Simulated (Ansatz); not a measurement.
Ansatz (a quantum-chemistry and plane-wave program) input file for SbF4, SMILES [F][Sb]([F])([F])[F], multiplicity 2, PBE-D3(BJ)/def2-SVP. 

Ansatz 0.2 input:
```yaml
crystal:
  periodic: [false, false, false]
  atoms:
    - {symbol: Sb, position_ang: [0.00000000, 0.00000000, 0.19193951]}
    - {symbol: F, position_ang: [1.44490128, -0.00000000, -1.04077095]}
    - {symbol: F, position_ang: [-1.44490129, -0.00000000, -1.04077095]}
    - {symbol: F, position_ang: [-0.00000000, 1.93284552, 0.49694235]}
    - {symbol: F, position_ang: [-0.00000000, -1.93284552, 0.49694235]}
basis:
  gaussian:
    orbitals: def2-SVP
hamiltonian:
  xc: pbe
  dispersion: d3bj
magnetization: {spin_polarized: true, initial_magnetization: 1}
relax: {f_tol: 0.002, max_steps: 200}
```

It prints:

```
WARN ansatz: RAYON_NUM_THREADS=1 ignored (pool sized by the plan → 1); use --threads N
Functional definition: PBE
integrals: 0.03 GiB planned
908 factors; their error is unknown
mean field: 0.24 GiB planned
mean field evaluation 1: about -17379.3106 eV, gradient 4.7e1 eV
mean field evaluation 2: about -17340.8086 eV, gradient 1.2e2 eV
mean field evaluation 4: about -17386.4132 eV, gradient 1.1e1 eV
mean field evaluation 8: about -17386.8291 eV, gradient 2.9e-2 eV
mean field evaluation 16: about -17386.7894 eV, gradient 1.4e-4 eV
mean field -17386.78941757 eV, -638.9527259064 hartree, gradient 7.8e-6 eV, S^2 0.751681; 0 other end points of the search recorded, 0 dependent functions left out
the calculation of the forces begins
reference -17386.78944559 eV, -638.9527269364 hartree; 30, 29 occupied and 52, 53 virtual orbitals, 908 factors
relax step   1: F+E_penalty+E_count = -17386.86479581 eV  Δ(F+E_penalty+E_count) = +0.000e0 eV  max|allowed force component| = 7.382e-1 eV/Å  Δτ_max = 0.0000 Å  (31 SCF iters, accepted)
these checks for a lower state are left out or cut short: starts, cluster_reference, orbital_swaps, neighbouring_geometries, increment
integrals: 0.03 GiB planned
908 factors; their error is unknown
mean field: 0.23 GiB planned
mean field -17386.83173246 eV, -638.9542809502 hartree, gradient 4.8e-5 eV, S^2 0.751789; 0 other end points of the search recorded, 0 dependent functions left out
the calculation of the forces begins
reference -17386.83176018 eV, -638.9542819687 hartree; 30, 29 occupied and 52, 53 virtual orbitals, 908 factors
relax step   2: F+E_penalty+E_count = -17386.90652120 eV  Δ(F+E_penalty+E_count) = -4.173e-2 eV  max|allowed force component| = 8.672e-2 eV/Å  Δτ_max = 0.0278 Å  (29 SCF iters, accepted)
these checks for a lower state are left out or cut short: starts, cluster_reference, orbital_swaps, neighbouring_geometries, increment
integrals: 0.03 GiB planned
908 factors; their error is unknown
mean field: 0.23 GiB planned
mean field -17386.83467023 eV, -638.9543889113 hartree, gradient 4.5e-5 eV, S^2 0.751801; 0 other end points of the search recorded, 0 dependent functions left out
the calculation of the forces begins
reference -17386.83469789 eV, -638.9543899277 hartree; 30, 29 occupied and 52, 53 virtual orbitals, 908 factors
relax step   3: F+E_penalty+E_count = -17386.90925071 eV  Δ(F+E_penalty+E_count) = -2.730e-3 eV  max|allowed force component| = 3.283e-2 eV/Å  Δτ_max = 0.0170 Å  (28 SCF iters, accepted)
these checks for a lower state are left out or cut short: starts, cluster_reference, orbital_swaps, neighbouring_geometries, increment
integrals: 0.03 GiB planned
908 factors; their error is unknown
mean field: 0.24 GiB planned
mean field evaluation 32: about -17386.8508 eV, gradient 1.7e0 eV
mean field -17386.82700091 eV, -638.9541070686 hartree, gradient 2.0e-5 eV, S^2 0.751683; 0 other end points of the search recorded, 0 dependent functions left out
the calculation of the forces begins
reference -17386.82702879 eV, -638.9541080935 hartree; 30, 29 occupied and 52, 53 virtual orbitals, 908 factors
relax step   4: F+E_penalty+E_count = -17386.90160306 eV  Δ(F+E_penalty+E_count) = +7.648e-3 eV  max|allowed force component| = 3.641e-1 eV/Å  Δτ_max = 0.0462 Å  (31 SCF iters, rejected (line search))
these checks for a lower state are left out or cut short: starts, cluster_reference, orbital_swaps, neighbouring_geometries, increment
integrals: 0.03 GiB planned
908 factors; their error is unknown
mean field: 0.24 GiB planned
mean field -17386.83530676 eV, -638.9544123032 hartree, gradient 4.5e-5 eV, S^2 0.751791; 0 other end points of the search recorded, 0 dependent functions left out
the calculation of the forces begins
reference -17386.83533443 eV, -638.9544133201 hartree; 30, 29 occupied and 52, 53 virtual orbitals, 908 factors
relax step   5: F+E_penalty+E_count = -17386.90984136 eV  Δ(F+E_penalty+E_count) = -5.907e-4 eV  max|allowed force component| = 3.679e-2 eV/Å  Δτ_max = 0.0231 Å  (28 SCF iters, accepted)
these checks for a lower state are left out or cut short: starts, cluster_reference, orbital_swaps, neighbouring_geometries, increment
integrals: 0.03 GiB planned
908 factors; their error is unknown
mean field: 0.23 GiB planned
mean field -17386.83554775 eV, -638.9544211594 hartree, gradient 4.2e-5 eV, S^2 0.751770; 0 other end points of the search recorded, 0 dependent functions left out
the calculation of the forces begins
reference -17386.83557549 eV, -638.9544221789 hartree; 30, 29 occupied and 52, 53 virtual orbitals, 908 factors
relax step   6: F+E_penalty+E_count = -17386.91001321 eV  Δ(F+E_penalty+E_count) = -1.718e-4 eV  max|allowed force component| = 5.926e-2 eV/Å  Δτ_max = 0.0119 Å  (28 SCF iters, accepted)
these checks for a lower state are left out or cut short: starts, cluster_reference, orbital_swaps, neighbouring_geometries, increment
integrals: 0.03 GiB planned
908 factors; their error is unknown
mean field: 0.24 GiB planned
mean field -17386.83570267 eV, -638.9544268527 hartree, gradient 2.7e-5 eV, S^2 0.751782; 0 other end points of the search recorded, 0 dependent functions left out
the calculation of the forces begins
reference -17386.83573038 eV, -638.9544278709 hartree; 30, 29 occupied and 52, 53 virtual orbitals, 908 factors
relax step   7: F+E_penalty+E_count = -17386.91017935 eV  Δ(F+E_penalty+E_count) = -1.661e-4 eV  max|allowed force component| = 2.419e-3 eV/Å  Δτ_max = 0.0048 Å  (27 SCF iters, accepted)
these checks for a lower state are left out or cut short: starts, cluster_reference, orbital_swaps, neighbouring_geometries, increment
integrals: 0.03 GiB planned
908 factors; their error is unknown
mean field: 0.24 GiB planned
mean field -17386.83570368 eV, -638.9544268898 hartree, gradient 8.6e-6 eV, S^2 0.751782; 0 other end points of the search recorded, 0 dependent functions left out
the calculation of the forces begins
reference -17386.83573139 eV, -638.9544279080 hartree; 30, 29 occupied and 52, 53 virtual orbitals, 908 factors
relax step   8: F+E_penalty+E_count = -17386.91017951 eV  Δ(F+E_penalty+E_count) = -1.582e-7 eV  max|allowed force component| = 1.603e-4 eV/Å  Δτ_max = 0.0001 Å  (21 SCF iters, accepted)
integrals: 0.03 GiB planned
908 factors; their error is unknown
mean field: 0.24 GiB planned
mean field evaluation 64: about -17386.8780 eV, gradient 4.6e-2 eV
mean field -17386.83570368 eV, -638.9544268898 hartree, gradient 8.6e-6 eV, S^2 0.751782; 1 other end points of the search recorded, 0 dependent functions left out
the calculation of the forces begins
reference -17386.83573139 eV, -638.9544279080 hartree; 30, 29 occupied and 52, 53 virtual orbitals, 908 factors
Total energy: -17386.91020721 eV, -638.9571648441 hartree
Atom 0 at    -0.000000    -0.000000     0.167189 Å, force     0.000000    -0.000000     0.000160 eV/Å
Atom 1 at     1.468415     0.000000    -1.086014 Å, force     0.000121     0.000000    -0.000093 eV/Å
Atom 2 at    -1.468415     0.000000    -1.086014 Å, force    -0.000121     0.000000    -0.000093 eV/Å
Atom 3 at     0.000000     1.950115     0.554560 Å, force     0.000000    -0.000004     0.000013 eV/Å
Atom 4 at     0.000000    -1.950115     0.554560 Å, force     0.000000     0.000004     0.000013 eV/Å
Dipole moment:    -0.000000    -0.000000     0.409410 e Å
```

Self-consistency was reached.

Cost: around 17 core-seconds (rough).
